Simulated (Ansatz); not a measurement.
CH$_{3}$NSTe, SMILES `NC(=S)[TeH]`. The species carries charge 0 and has multiplicity 1. Te takes the def2 core potential. All single points use the PBE0-D4/def2-TZVP geometry. It is one conformer, not always the lowest.

```xyz
7

N    -0.036    0.983   -0.741
C    -0.092   -0.236   -0.191
S    -0.533   -1.582   -0.995
Te    0.468   -0.211    1.874
H    -0.282    1.078   -1.714
H     0.241    1.805   -0.231
H     0.234   -1.838    1.998
```

Q: What is the dipole moment at PBE/def2-TZVPP? (An estimate is asked.)

A: Ansatz gave: 3.38 D, with components (0.66, 3.29, 0.39) D in this frame, pointing from negative to positive charge.

Q: And with r2SCAN, B3LYP, ωB97M-V? (An estimate is asked.)

A: The calculation gave: r2SCAN 3.49 D, B3LYP 3.50 D, ωB97M-V 3.56 D.

Q: Give the Mulliken charges with PBE, r2SCAN, B3LYP in def2-TZVPP. (Estimate.)

A: Ansatz gave: 
```csv
atom,PBE,r2SCAN,B3LYP
N1,-0.20,-0.24,-0.21
C2,0.08,0.09,0.07
S3,-0.30,-0.30,-0.30
Te4,0.07,0.07,0.11
H5,0.18,0.19,0.17
H6,0.17,0.17,0.16
H7,0.01,0.01,0.00
```

B3LYP here is the variant with VWN-RPA as its local correlation; programs differ in this.
